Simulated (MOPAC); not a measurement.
MOPAC input (AM1):

```
AM1 FORCE THERMO(298,298) PRECISE LET CHARGE=1 GEO-OK AUX(PRECISION=9) THREADS=1
H9N2OSi2

N    -2.34481302 1    0.56541275 1   -1.51313621 1
Si   -1.77527856 1    0.01233629 1   -0.05912911 1
O     0.10400583 1    0.00689708 1   -0.31233909 1
Si    1.61229389 1   -0.69166892 1    0.59466759 1
N     2.53486520 1    0.64965785 1    0.89746682 1
H    -2.53718428 1    1.51483680 1   -1.71729666 1
H    -2.58400549 1   -0.01442562 1   -2.27937354 1
H    -1.95844627 1   -1.39101601 1    0.25375668 1
H    -1.86377961 1    0.91215218 1    1.07368027 1
H     0.36184889 1    0.50749016 1   -1.09094090 1
H     0.91425622 1   -1.29987690 1    1.70942780 1
H     2.10893440 1   -1.60354548 1   -0.41613190 1
H     2.45247882 1    1.21827277 1    1.70380577 1
H     3.26149117 1    0.97732000 1    0.31040130 1
```

From the output:

```
     H   14   0.804791   7.011852

          HEAT OF FORMATION =       9.946660 KCALS/MOLE

          ZERO POINT ENERGY      64.998 KCAL/MOL

           NORMAL COORDINATE ANALYSIS (Total motion = 1 Angstrom)

   Root No.       1         2         3         4         5         6         7         8

                 1 A       2 A       3 A       4 A       5 A       6 A       7 A       8 A

                   9.4      21.5     147.8     217.6     241.9     327.5     339.9     435.0

           1   -0.0021    0.0063   -0.0007   -0.0212    0.0405   -0.0057    0.0019    0.0022
           2   -0.0018   -0.0104    0.0742   -0.0110    0.0759   -0.0048    0.0004    0.0019
           3   -0.0630   -0.0236    0.0033    0.0001   -0.0021    0.0011   -0.0010    0.0081
           4   -0.0022    0.0063    0.0014   -0.0203    0.0413   -0.0055    0.0015    0.0009
           5   -0.0065    0.0081   -0.0329   -0.0353   -0.0140   -0.0157    0.0060   -0.0089
           6    0.0138    0.0358    0.0082   -0.0052   -0.0052    0.0002   -0.0140   -0.0047
           7    0.0037   -0.0138    0.0459    0.0104   -0.0474    0.0101    0.0027   -0.0158
           8   -0.0080    0.0126   -0.0416   -0.0273    0.0075   -0.0042    0.0011    0.0076
           9    0.0708   -0.0367   -0.0023   -0.0365   -0.0054    0.0000    0.0194   -0.0533
          10   -0.0185   -0.0125   -0.0024   -0.0084   -0.0464   -0.0005   -0.0016   -0.0038
          11    0.0039    0.0161    0.0232    0.0242   -0.0322    0.0200   -0.0051   -0.0010
          12   -0.0101   -0.0144   -0.0164    0.0307    0.0185   -0.0065    0.0003    0.0087
          13    0.0375    0.0209   -0.0414    0.0670    0.0189    0.0035   -0.0048    0.0080
          14    0.0153   -0.0497   -0.0147    0.0587    0.0029    0.0038   -0.0033    0.0070
          15   -0.0224    0.0225    0.0122    0.0002   -0.0109    0.0041   -0.0003    0.0064
          16   -0.0396   -0.0223   -0.0056   -0.0191    0.0400   -0.0055    0.0095    0.0183
          17   -0.0235    0.0234    0.1115    0.0480    0.1139    0.0247    0.2901   -0.0222
          18   -0.0901   -0.0417    0.0016    0.0046   -0.0007    0.0026    0.0183    0.0183
          19    0.0351    0.0355    0.0016   -0.0243    0.0393   -0.0067   -0.0060   -0.0150
          20    0.0260   -0.0568    0.1079   -0.0547    0.0959   -0.0207   -0.2895    0.0515
          21   -0.0889   -0.0433    0.0015    0.0025   -0.0014    0.0018    0.0066    0.0197
          22    0.0565    0.0549   -0.0123   -0.0386    0.0323   -0.0088   -0.0322    0.0740
          23    0.0213   -0.0436   -0.0732   -0.0866   -0.0202   -0.0340   -0.0972   -0.0647
          24    0.0379    0.0790    0.0140    0.0012   -0.0075    0.0049    0.0003    0.0573
          25   -0.0647   -0.0329   -0.0269   -0.0173    0.0479   -0.0152    0.0360   -0.0697
          26   -0.0378    0.0745   -0.0588   -0.0024   -0.0129   -0.0047    0.1134    0.0681
          27    0.0374    0.0789    0.0146    0.0037   -0.0096    0.0091    0.0035    0.0615
          28    0.0228   -0.0284    0.0468   -0.0302   -0.0828    0.0204    0.0151    0.0741
          29   -0.0176    0.0149   -0.0480   -0.0261   -0.0083   -0.0182   -0.0033   -0.0286
          30    0.1612   -0.0933    0.0239   -0.1800   -0.0888    0.0699    0.0739    0.3497
          31   -0.0197   -0.0225    0.0522    0.0094   -0.0969   -0.0760    0.0032   -0.0004
          32    0.0105    0.0211    0.0819    0.0440   -0.0848   -0.0497    0.0009   -0.0079
          33   -0.0466   -0.0796   -0.0643    0.0094    0.0484    0.0061   -0.0076    0.0462
          34   -0.0781   -0.0320   -0.0628   -0.0601    0.0057    0.1056   -0.0162    0.0493
          35   -0.0085    0.0727    0.0378    0.0166   -0.0375    0.0731   -0.0132   -0.0039
          36    0.0029    0.0282    0.0139    0.0427   -0.0034   -0.0092    0.0002   -0.0117
          37    0.0765    0.0351   -0.0111    0.1275   -0.0114   -0.2180    0.0137    0.0823
          38    0.0254   -0.0897   -0.0100    0.0891   -0.0117   -0.1237    0.0084    0.0455
          39   -0.0423   -0.0015   -0.0045   -0.0247    0.0019    0.0899   -0.0071   -0.0240
          40    0.0375    0.0261   -0.0975    0.0499    0.0959    0.2394   -0.0243   -0.0228
          41    0.0138   -0.0556   -0.0437    0.0507    0.0401    0.1141   -0.0122   -0.0075
          42   -0.0126    0.0732    0.0468    0.0072   -0.0436   -0.0730    0.0044    0.0171

   Root No.       9        10        11        12        13        14        15        16

                 9 A      10 A      11 A      12 A      13 A      14 A      15 A      16 A

                 502.7     538.4     553.1     652.4     656.1     684.6     749.4     760.4

           1    0.0018    0.0010   -0.0009    0.0004   -0.0010    0.0017   -0.0023   -0.0035
           2   -0.0003    0.0000   -0.0015    0.0005   -0.0040   -0.0067    0.0143    0.0067
           3    0.0044   -0.0086   -0.0028    0.0017   -0.0001   -0.0003    0.0001    0.0005
           4    0.0019    0.0000    0.0008    0.0002   -0.0022   -0.0109    0.0003   -0.0054
           5    0.0313   -0.0010    0.0325    0.0028   -0.0001   -0.0322    0.0074   -0.0145
           6   -0.0081    0.0214    0.0077    0.0053    0.0000   -0.0012   -0.0006    0.0003
           7    0.0296   -0.0043    0.0476   -0.0037    0.0410    0.0424   -0.0315    0.0033
           8   -0.0257    0.0021   -0.0346   -0.0064    0.0107    0.0644   -0.0528   -0.0170
           9   -0.0125   -0.0242   -0.0164   -0.0191    0.0033    0.0015    0.0099   -0.0036
          10   -0.0129    0.0022   -0.0359   -0.0011   -0.0181   -0.0262   -0.0025    0.0117
          11   -0.0250   -0.0080    0.0012   -0.0013   -0.0064   -0.0206   -0.0003    0.0097
          12    0.0146    0.0056    0.0010    0.0006    0.0013    0.0024   -0.0010   -0.0022
          13   -0.0053   -0.0010    0.0036    0.0007   -0.0036   -0.0037    0.0132   -0.0015
          14    0.0051    0.0045   -0.0063    0.0006   -0.0007   -0.0021    0.0059    0.0009
          15   -0.0049    0.0006    0.0024    0.0010   -0.0008    0.0014   -0.0066    0.0023
          16    0.0258   -0.0674   -0.0247    0.0439    0.0074    0.0010   -0.0017   -0.0069
          17   -0.0538    0.0314   -0.0318    0.1206    0.0019    0.0305   -0.0366    0.0175
          18    0.0191   -0.0568   -0.0216    0.0392    0.0068    0.0030   -0.0018   -0.0010
          19   -0.0203    0.0688    0.0251   -0.0429   -0.0107   -0.0064   -0.0002   -0.0025
          20    0.0081   -0.0195   -0.0283   -0.1202   -0.0171    0.0391   -0.0290    0.0136
          21    0.0203   -0.0577   -0.0213    0.0342    0.0067    0.0033   -0.0013   -0.0008
          22    0.0600   -0.1518   -0.0720    0.1501   -0.0019    0.0303    0.0553    0.0770
          23   -0.0227    0.0779    0.0283    0.2608    0.0281    0.1313    0.1040    0.2489
          24    0.0429   -0.0955   -0.0356    0.0073   -0.0080   -0.0262   -0.0007   -0.0354
          25   -0.0554    0.1579    0.0461   -0.1410   -0.0408    0.0248    0.0674    0.0729
          26    0.0742   -0.0654    0.0005   -0.2562   -0.0242    0.1404    0.1312    0.2315
          27    0.0413   -0.0931   -0.0287   -0.0032    0.0129    0.0332    0.0045    0.0370
          28    0.0369    0.0280    0.0474    0.0093    0.0196    0.0488   -0.0323    0.0101
          29   -0.0140   -0.0002   -0.0389    0.0004   -0.0009    0.0846   -0.0472   -0.0132
          30    0.0010    0.0948    0.0143    0.0114   -0.0362   -0.0289   -0.0031    0.0002
          31    0.0086    0.0031    0.0102    0.0373   -0.1939    0.1795    0.1383   -0.1443
          32    0.0370    0.0139   -0.0101    0.0293   -0.1489    0.1605    0.1282   -0.1349
          33   -0.1611   -0.0780    0.1980    0.0145   -0.0568   -0.0205   -0.0316    0.0422
          34   -0.1592   -0.0332    0.0463   -0.0132    0.2182    0.0518    0.2315   -0.1310
          35    0.0603    0.0600   -0.1378   -0.0013    0.1826   -0.0130    0.1288   -0.0491
          36    0.1122    0.0569   -0.1087    0.0045    0.0359   -0.0237   -0.0017    0.0128
          37   -0.0669   -0.0049    0.0439    0.0003    0.0825    0.0004   -0.0147   -0.0100
          38    0.0298    0.0395   -0.0696   -0.0020    0.0962   -0.0241   -0.0014   -0.0048
          39    0.0406    0.0152   -0.0440    0.0003   -0.0181   -0.0107    0.0070    0.0056
          40    0.0574    0.0048    0.0629    0.0253   -0.1026    0.0579   -0.0327   -0.0229
          41    0.0466    0.0148    0.0055    0.0119   -0.0375    0.0217   -0.0151   -0.0096
          42   -0.0917   -0.0423    0.0694   -0.0060   -0.0213   -0.0023    0.0046    0.0137

   Root No.      17        18        19        20        21        22        23        24

                17 A      18 A      19 A      20 A      21 A      22 A      23 A      24 A

                 821.3     824.7     843.7     848.9     925.1     927.8    1031.7    1039.7

           1    0.0028   -0.0147    0.0083   -0.0041    0.0021    0.0009    0.1115    0.1087
           2   -0.0029    0.0099   -0.0432    0.0258    0.0009    0.0016    0.0086    0.0090
           3   -0.0008    0.0003   -0.0019   -0.0012    0.0132   -0.0508    0.0014   -0.0005
           4    0.0013   -0.0143   -0.0044    0.0047   -0.0000   -0.0004   -0.0603   -0.0612
           5   -0.0005   -0.0008    0.0108   -0.0064   -0.0001   -0.0004    0.0021   -0.0021
           6   -0.0005   -0.0003   -0.0003   -0.0003   -0.0047    0.0190   -0.0010    0.0007
           7    0.0019    0.0102   -0.0080   -0.0065   -0.0021   -0.0010   -0.0082   -0.0003
           8    0.0057    0.0084   -0.0168   -0.0003    0.0001   -0.0004   -0.0129   -0.0021
           9    0.0034    0.0000    0.0048    0.0048   -0.0002   -0.0030    0.0015   -0.0005
          10   -0.0019   -0.0017    0.0044    0.0079    0.0101    0.0025   -0.0034    0.0060
          11   -0.0079   -0.0015    0.0018    0.0016   -0.0140   -0.0039   -0.0263    0.0368
          12   -0.0128   -0.0022   -0.0043   -0.0076    0.0076    0.0020   -0.0486    0.0564
          13    0.0104   -0.0060   -0.0221   -0.0344   -0.0269   -0.0049    0.0141   -0.0153
          14   -0.0028   -0.0018   -0.0086   -0.0152    0.0379    0.0116    0.0547   -0.0662
          15   -0.0179    0.0015    0.0105    0.0184   -0.0213   -0.0047    0.0856   -0.0989
          16    0.0063   -0.0156    0.0060    0.0091   -0.0601    0.2411    0.1105    0.1172
          17    0.0085   -0.0418    0.2275   -0.1342   -0.0014   -0.0189   -0.0384   -0.0379
          18    0.0023   -0.0019    0.0092    0.0008   -0.0323    0.1235    0.0014    0.0058
          19   -0.0016   -0.0123   -0.0058   -0.0070    0.0645   -0.2380    0.1220    0.1115
          20    0.0133   -0.0417    0.2366   -0.1310   -0.0096    0.0087   -0.0372   -0.0380
          21    0.0024   -0.0021    0.0067    0.0023   -0.0322    0.1229   -0.0088   -0.0048
          22   -0.0392    0.2755    0.0185   -0.0384    0.0125   -0.0776   -0.0219   -0.0183
          23   -0.0151   -0.0767   -0.0006    0.0102    0.0025   -0.0113   -0.0158    0.0028
          24   -0.0179    0.1822    0.0154   -0.0286    0.0029   -0.0265    0.0255    0.0222
          25   -0.0323    0.2809    0.0250   -0.0329   -0.0295    0.0793   -0.0243   -0.0147
          26    0.0048   -0.0678    0.0163    0.0255   -0.0077    0.0100   -0.0087   -0.0006
          27    0.0192   -0.1795   -0.0136    0.0300    0.0102   -0.0267   -0.0225   -0.0231
          28    0.0038    0.0151   -0.0024   -0.0117    0.0040    0.0069    0.0269    0.0154
          29    0.0084    0.0157    0.0013    0.0014    0.0087    0.0029    0.0431    0.0142
          30    0.0046   -0.0010   -0.0235   -0.0158    0.0006    0.0160   -0.0152    0.0059
          31    0.0820   -0.0100    0.0116    0.0166   -0.0297   -0.0107   -0.0045   -0.0146
          32   -0.0083   -0.0187    0.0036    0.0003   -0.0254   -0.0081   -0.0368    0.0279
          33    0.3509    0.0447    0.0184    0.0394   -0.0713   -0.0240   -0.0009    0.0081
          34   -0.1200   -0.0170    0.0226   -0.0116    0.0040   -0.0012   -0.0174    0.0184
          35    0.2687    0.0310    0.0357    0.0361    0.0710    0.0114    0.0011   -0.0089
          36    0.2060    0.0240    0.0114    0.0217    0.0572    0.0112   -0.0243    0.0217
          37   -0.0493    0.0296    0.1236    0.1836    0.0561    0.0046   -0.0161    0.0189
          38   -0.0268    0.0079    0.0562    0.0931   -0.2124   -0.0582    0.0536   -0.0516
```

The dipole moment of an ion depends on the origin.
